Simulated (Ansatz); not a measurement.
Cost and result for the atomization energy of CH7InN2, SMILES `N[CH2][InH][NH2]` (11 atoms, 10 bonds).

```json
{"atom": "N1", "x (Å)": "0.785", "y (Å)": "1.480", "z (Å)": "0.729"}
{"atom": "C2", "x (Å)": "1.102", "y (Å)": "0.761", "z (Å)": "-0.498"}
{"atom": "In3", "x (Å)": "-0.148", "y (Å)": "-0.976", "z (Å)": "-0.941"}
{"atom": "N4", "x (Å)": "-1.522", "y (Å)": "-1.185", "z (Å)": "0.530"}
{"atom": "H5", "x (Å)": "-0.167", "y (Å)": "1.824", "z (Å)": "0.714"}
{"atom": "H6", "x (Å)": "0.860", "y (Å)": "0.874", "z (Å)": "1.536"}
{"atom": "H7", "x (Å)": "2.145", "y (Å)": "0.437", "z (Å)": "-0.460"}
{"atom": "H8", "x (Å)": "1.045", "y (Å)": "1.453", "z (Å)": "-1.340"}
{"atom": "H9", "x (Å)": "-0.279", "y (Å)": "-2.179", "z (Å)": "-2.163"}
{"atom": "H10", "x (Å)": "-1.603", "y (Å)": "-0.579", "z (Å)": "1.329"}
{"atom": "H11", "x (Å)": "-2.219", "y (Å)": "-1.910", "z (Å)": "0.563"}
```

Total charge 0; spin multiplicity 1. Correlated methods include outer-core shells of In, which these sets cover unevenly. In takes the def2 core potential. The geometry is a stationary point of PBE0-D4/def2-TZVP. It is one conformer, not always the lowest. Program: Ansatz. All runs use 4 threads of an Arm Neoverse V1 on a shared host. Times are those of one run each, without the atoms' runs, and a repeat can differ threefold. Electronic energies, without spin–orbit coupling; frozen cores. CCSD(T)/CBS adds CCSD(T) − MP2 in def2-TZVPP to the MP2 limit, and its time is that of the two runs behind it. T1 = 0.014. With those shells the extrapolation isn't a true limit. B3LYP takes the VWN-RPA correlation (the form of Gaussian; ORCA's B3LYP/G).

CCSD(T)/CBS is a level of theory with its own doubt, some kJ/mol a heavy atom from the limit and from the frozen cores, so smaller differences don't rank the functionals.

```
                             level  functions  wall time
   PBE-D4/def2-TZVPP (with forces)        241      2.4 s
                PBE0-D4/def2-TZVPP        241      2.7 s
 B3LYP-D4/def2-TZVPP (with forces)        241      4.2 s
r2SCAN-D4/def2-TZVPP (with forces)        241      4.4 s
                 B2PLYP/def2-TZVPP        241      5.5 s
                ωB97X-V/def2-TZVPP        241      7.5 s
  ωB97M-V/def2-TZVPP (with forces)        241       11 s
                    MP2/def2-QZVPP        463       18 s
                CCSD(T)/def2-TZVPP        241    2.6 min
                 CCSD(T)/CBS(def2)          –    2.9 min
```

(1) What atomization energy does each give, and how far from CCSD(T)/CBS? (Estimate.)

## Answers

(1) The calculation gave: 
```csv
level,atomization (kJ/mol),difference from CCSD(T)/CBS,per bond
PBE-D4/def2-TZVPP (with forces),3514.8,56.4,5.6
PBE0-D4/def2-TZVPP,3436.6,-21.8,-2.2
B3LYP-D4/def2-TZVPP (with forces),3451.9,-6.5,-0.6
r2SCAN-D4/def2-TZVPP (with forces),3427.6,-30.8,-3.1
B2PLYP/def2-TZVPP,3401.9,-56.5,-5.6
ωB97X-V/def2-TZVPP,3468.0,9.6,1.0
ωB97M-V/def2-TZVPP (with forces),3462.8,4.4,0.4
MP2/def2-QZVPP,3428.0,-30.4,-3.0
CCSD(T)/def2-TZVPP,3347.6,-110.8,-11.1
CCSD(T)/CBS(def2),3458.4,0.0,0.0
```

The D4 term adds +30.1 kJ/mol with B3LYP and +15.8 kJ/mol with PBE0; it sums over pairs of atoms, weighted by their polarisabilities, and B3LYP, whose exchange is more repulsive, gets the larger term. In def2-TZVPP, CCSD(T) changes the Hartree–Fock value by +1052.3 kJ/mol (the triples alone add +56.8 kJ/mol) and MP2 by +1066.3 kJ/mol; breaking electron pairs costs correlation energy, which Hartree–Fock lacks. From PBE to PBE0 (25 % exact exchange), in def2-TZVPP and without D4, the atomization energy moves by −75.4 kJ/mol: exact exchange takes away binding that semilocal exchange gives to molecules.

Spin–orbit coupling would lower the free In atoms strongly, and the atomization energy with them, by more than many differences here.
